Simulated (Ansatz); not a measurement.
`N[SiH]([SiH3])Cl`, relaxed with RKS PBE0-D4/def2-TZVP in Ansatz 0.2.0 from a PBE-D4/def2-SVP geometry. The force threshold is 0.005 eV/Å; the program also tests the step.

Charge 0, multiplicity 1.

Start:

```xyz
10

N     0.567    1.279    1.147
Si   -0.679    0.404    0.320
Si    0.312   -1.012   -1.268
Cl   -1.841   -0.886    1.531
H     1.366    0.765    1.528
H     0.304    2.044    1.776
H    -1.634    1.422   -0.231
H    -0.741   -1.842   -1.948
H     1.264   -1.933   -0.548
H     1.083   -0.242   -2.307
```

By how much does the energy fall, and how many steps does the optimiser take? (Best estimate.)

Ansatz gave: 4.39 kJ/mol, in 10 steps, 1 of them rejected.

Which bonds change most? (Best estimate.)

Computed: Si2–Cl4 from 2.117 to 2.083 Å; N1–Si2 from 1.733 to 1.706 Å; Si3–H10 from 1.506 to 1.488 Å; Si3–H8 from 1.504 to 1.486 Å.

Give the relaxed structure. (An estimate is asked.)

The calculation gave: 
```xyz
10

N     0.549    1.231    1.173
Si   -0.669    0.396    0.321
Si    0.315   -1.013   -1.262
Cl   -1.877   -0.820    1.506
H     1.345    0.736    1.543
H     0.314    2.024    1.751
H    -1.585    1.417   -0.243
H    -0.716   -1.878   -1.891
H     1.320   -1.873   -0.580
H     1.002   -0.220   -2.317
```
